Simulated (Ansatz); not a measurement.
Geometry optimisation, RKS r2SCANh-D4/def2-SVP in Ansatz.

input.yaml

```yaml
crystal:
  periodic: [false, false, false]
  atoms:
    - { symbol: O, position_ang: [-0.4433, -1.8558, 0.8591] }
    - { symbol: C, position_ang: [0.2602, -1.1531, 0.1539] }
    - { symbol: Ge, position_ang: [-0.0672, 0.7351, -0.078] }
    - { symbol: Cl, position_ang: [-1.9037, 1.0671, -0.9662] }
    - { symbol: H, position_ang: [1.1065, -1.6337, -0.3551] }
    - { symbol: H, position_ang: [0.0173, 1.4441, 1.3192] }
    - { symbol: H, position_ang: [1.0915, 1.3283, -0.9786] }
basis:
  gaussian: { orbitals: def2-SVP }
hamiltonian:
  xc: r2scanh
  dispersion: d4
relax:
  f_tol: 0.015
  max_steps: 40
```

Command:

```bash
$ ansatz run input.yaml --threads 2 --pin off --max-ram 3072MiB --backend cpu --events-out ev --progress --plain --runs-dir out
```

**Question.** Where does it end, and by what steps?

**Answer.** It converged. After 36 steps the energy has fallen by 0.299 eV; H5 moved furthest, 1.47 Å.

```
step  energy less start (eV)  largest force component (eV/Å)  accepted
   0                  0.0000                           2.339       yes
   2                 -0.1633                           1.418       yes
   4                 -0.2004                           0.696       yes
   6                 -0.2143                           0.116       yes
   8                 -0.2191                           0.186       yes
  10                 -0.2153                           0.585        no
  12                 -0.2348                           0.118       yes
  14                 -0.2304                           1.543        no
  16                 -0.2515                           0.190       yes
  18                 -0.2624                           0.538       yes
  20                 -0.2709                           0.211       yes
  22                 -0.2731                           1.139        no
  24                 -0.2860                           0.312       yes
  26                 -0.2894                           0.142       yes
  28                 -0.2937                           0.327       yes
  30                 -0.2947                           0.186        no
  32                 -0.2978                           0.205        no
  34                 -0.2984                           0.077       yes
  36                 -0.2986                           0.003       yes
```

```xyz
7
Properties=species:S:1:pos:R:3
O 0.988 -1.629 1.007
C 0.233 -1.205 0.176
Ge -0.031 0.769 -0.006
Cl -1.471 1.080 -1.594
H -0.338 -1.886 -0.512
H -0.602 1.353 1.287
H 1.281 1.449 -0.404
```

The run took 95 s on 2 threads of Intel(R) Xeon(R) Platinum 8488C (Sapphire Rapids) (shared host), peak memory 0.24 GiB.
